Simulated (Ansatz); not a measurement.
One change: `[SiH3]OB(O[SiH3])O[SiH3]` becomes `[SiH3][O][Ga]([O][SiH3])[O][SiH3]`.

Ansatz, PBE0-D4/def2-TZVP geometries, multiplicity 1. Each molecule was computed in one conformer, which needn't be the lowest.

Scalar relativity is left out up to krypton.

| property | `[SiH3]OB(O[SiH3])O[SiH3]` |
| --- | --- |
| LUMO energy (B3LYP/def2-TZVPP) / eV | -0.45 |
| HOMO energy (B3LYP/def2-TZVPP) / eV | -8.81 |
| size of the dipole moment (B3LYP/def2-TZVPP) / D | 0.00 |
| LUMO energy (ωB97M-V/def2-TZVPP) / eV | 1.36 |
| LUMO energy (PBE0/def2-TZVPP) / eV | -0.23 |
| HOMO energy (PBE0/def2-TZVPP) / eV | -9.02 |

Q: What does the change do to each property? (Estimate.)

A: The calculation gave: 
| property | `[SiH3][O][Ga]([O][SiH3])[O][SiH3]` | shift |
| --- | --- | --- |
| LUMO energy (B3LYP/def2-TZVPP) / eV | -1.80 | -1.35 |
| HOMO energy (B3LYP/def2-TZVPP) / eV | -8.62 | 0.19 |
| size of the dipole moment (B3LYP/def2-TZVPP) / D | 0.00 | 0.00 |
| LUMO energy (ωB97M-V/def2-TZVPP) / eV | 0.26 | -1.10 |
| LUMO energy (PBE0/def2-TZVPP) / eV | -1.50 | -1.27 |
| HOMO energy (PBE0/def2-TZVPP) / eV | -8.83 | 0.19 |

With PBE0 the HOMO rises by 0.19 eV and the LUMO falls by 1.27 eV, so the gap narrows by about 1.46 eV. PBE moves the HOMO by 0.19 eV and ωB97M-V by 0.19 eV.

B3LYP here is the variant with VWN-RPA as its local correlation; programs differ in this.
